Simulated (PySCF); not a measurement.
## Telling isomers of C7H10NP apart by NMR

Computed data (PySCF 2.14): PBE0-D3(BJ)/def2-SVP structure, NMR shieldings at PBE0/pcSseg-1/GIAO. No relativistic terms, one computed conformer, fast rotation and ring inversion assumed for equivalent nuclei, no solvent.

δ = σ(ref) − σ, references computed at the same level: $^{1}$H (31.27 ppm), $^{13}$C (184.41 ppm) against TMS. Splittings of carbon signals by F and P are missing where no couplings were computed. Where no couplings were computed, multiplicities follow the n + 1 count of equivalent neighbours, and m marks all less simple cases (inequivalent or close neighbours, rings, F or P nearby). Shifts are as computed. Against solution values, carbons near 30 ppm lie about +2 ppm off and those near 130 ppm about +5 ppm. Of 1313 compounds with measured shifts, 239 miss one by over three times the rms of a fit or turn the order of signals round; such compounds aren't used in these exercises.

(1) Tabulate the signals of `CC(C)c1ncccp1`, `CP(C)c1ccccn1`, `CC/C=P\n1cccc1`, `Cc1cn(C2CC2)cp1` and their relative energies.

(2) What is the quickest way to tell CC(C)c1ncccp1 from Cc1cn(C2CC2)cp1?

(3) What is the quickest way to tell CP(C)c1ccccn1 from Cc1cn(C2CC2)cp1?

(4) What is the quickest way to tell CC(C)c1ncccp1 from CP(C)c1ccccn1?

Results:

(1) 
| SMILES | carbon types | δC | δH | E rel. (kcal/mol) |
| --- | --- | --- | --- | --- |
| CC(C)c1ncccp1 | 1×C 4×CH 2×CH3 | 216.3, 176.3, 152.9, 127.5, 44.7, 25.9 | 9.29 (m, 1H), 8.91 (m, 1H), 7.38 (m, 1H), 3.27 (m, 1H), 1.40 (d, 6H) | 6.6 |
| CP(C)c1ccccn1 | 1×C 4×CH 2×CH3 | 175.7, 155.2, 139.7, 133.0, 125.9, 15.8 | 8.72 (m, 1H), 7.57 (m, 1H), 7.40 (m, 1H), 7.01 (m, 1H), 1.28 (m, 6H) | 0.0 |
| CC/C=P\n1cccc1 | 5×CH 1×CH2 1×CH3 | 189.3, 127.6, 117.3, 29.6, 17.4 | 7.64 (m, 1H), 6.71 (m, 2H), 6.53 (m, 2H), 2.76 (m, 2H), 1.00 (t, 3H) | 20.2 |
| Cc1cn(C2CC2)cp1 | 1×C 3×CH 2×CH2 1×CH3 | 161.4, 151.1, 133.7, 32.9, 17.3, 8.6 | 7.96 (m, 1H), 7.19 (m, 1H), 3.16 (m, 1H), 2.42 (m, 3H), 0.96 (m, 2H), 0.84 (m, 2H) | 20.2 |

Energies are electronic energies at PBE0/pcSseg-1 on these geometries, without zero-point or thermal terms, each for the one conformer computed, which needn't be the lowest.

(2) Both give the same number of carbon signals, but DEPT or the intensities differ. The first has a substituted aromatic carbon next to a ring nitrogen (C) at 216.3 ppm, the second a substituted aromatic carbon (C) at 151.1 ppm. Their most deshielded carbons lie at 216.3 and 161.4 ppm. In the proton spectra the most deshielded non-exchanging signals are 9.29 (m, 1H) and 7.96 (m, 1H).

(3) Both give the same number of carbon signals, but DEPT or the intensities differ. The first has a substituted aromatic carbon next to a ring nitrogen (C) at 175.7 ppm, the second a three-membered-ring carbon (CH) at 32.9 ppm. Their most deshielded carbons lie at 175.7 and 161.4 ppm. In the proton spectra the most deshielded non-exchanging signals are 8.72 (m, 1H) and 7.96 (m, 1H).

(4) Both give the same number of carbon signals, with the same numbers of each carbon type, so the positions decide. The first has an sp3 CH on an aromatic ring at 44.7 ppm, the second a substituted aromatic carbon next to a ring nitrogen (C) at 175.7 ppm. Their most deshielded carbons lie at 216.3 and 175.7 ppm. In the proton spectra the most deshielded non-exchanging signals are 9.29 (m, 1H) and 8.72 (m, 1H).
